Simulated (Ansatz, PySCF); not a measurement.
Process, species as SMILES: C#CB(C)C [ethynyl(dimethyl)borane] + 2 B (BH3) + C (CH4) → 3 BC (CH5B) + C#C (C2H2)
Geometries: B3LYP-D3(BJ)/def2-TZVP minima from Ansatz (a program for electronic structure). Frequencies are from Ansatz or PySCF.

Property: bond separation energy (enthalpy at 298 K, with B3LYP-D3(BJ) rigid-rotor harmonic-oscillator terms), in eV. Correlated levels leave the core frozen unless marked. Spin-orbit coupling is left out. Non-relativistic. CBS marks a two-point X^-3 extrapolation of the correlation energy; Hartree-Fock from the larger set.

```tsv
level	program	bond separation energy (eV)
B97M-V/def2-TZVPD	Ansatz	0.57
CAM-B3LYP-D3(BJ)/def2-TZVPD	Ansatz + dftd3	0.53
SCS-MP2/cc-pwCVTZ	Ansatz	0.62
CCSD(T)/CBS(cc-pVTZ,cc-pVQZ)	Ansatz	___
```

**Question.** Fill in the missing entries.

**Answer.** 
- CCSD(T)/CBS(cc-pVTZ,cc-pVQZ), bond separation energy (eV): 0.56
